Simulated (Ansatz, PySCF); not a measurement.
Torsion H4–Se1–Se2–Br3 in BrHSe2 (SMILES [SeH][Se]Br); at each angle all else is relaxed with GFN2-xTB, and the levels are single points there.
Geometry at 270° (charge 0, multiplicity 1):
```xyz
4

Se    -1.3039     0.4936     0.5110
Se     0.7258     0.9997    -0.3713
Br     2.2602    -0.1005     0.9931
H     -1.5604    -0.7202    -0.2645
```

On the grid 0° to 330°, 0° is the highest and 270° the lowest point at CCSD(T)/CBS(cc-pVTZ, cc-pVQZ).

Correlated levels freeze the cores. Filled d and f shells under p-block atoms count as core. CBS(a, b) extrapolates the correlation energy as X⁻³ and adds the Hartree–Fock energy of set b.

Run with Ansatz (a quantum-chemistry and plane-wave program) with Gaussian orbitals; PySCF for M06-2X. Each number belongs to the level named beside it.

### Question
What energy at 0° less that at 270° does M06-2X/def2-TZVPP give?

### Answer
9.5 kcal/mol
